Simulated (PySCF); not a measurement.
**CuH₂: one-bond stretch**

Level of theory: PySCF, UTPSS, basis Cu def2-TZVP, H def2-TZVP (no relativity, density fitting).

Rigid scan from the doublet minimum (Cu–H 1.526 Å (×2); H–Cu–H 123.0°). Coordinate: the bond from Cu to the last atom (H) scaled, the rest fixed. Energies in kJ/mol from the minimum.

| scale of one bond | E (kJ/mol) | dipole size (D) | ⟨S²⟩ |
| --- | --- | --- | --- |
| 0.92 | 9.5 | 1.62 | 0.75 |
| 0.96 | 2.1 | 1.64 | 0.75 |
| 1.00 | 0.0 | 1.66 | 0.76 |
| 1.05 | 2.7 | 1.69 | 0.76 |
| 1.12 | 13.0 | 1.72 | 0.76 |
| 1.20 | 29.9 | 1.74 | 0.76 |
| 1.35 | 64.8 | 1.76 | 0.77 |
| 1.55 | 101.8 | – | 0.77 |
| 1.80 | 129.1 | – | 0.76 |
| 2.20 | 148.3 | – | 0.75 |

Open d and f shells are described by one determinant, and the ground state may have another occupation or spin.
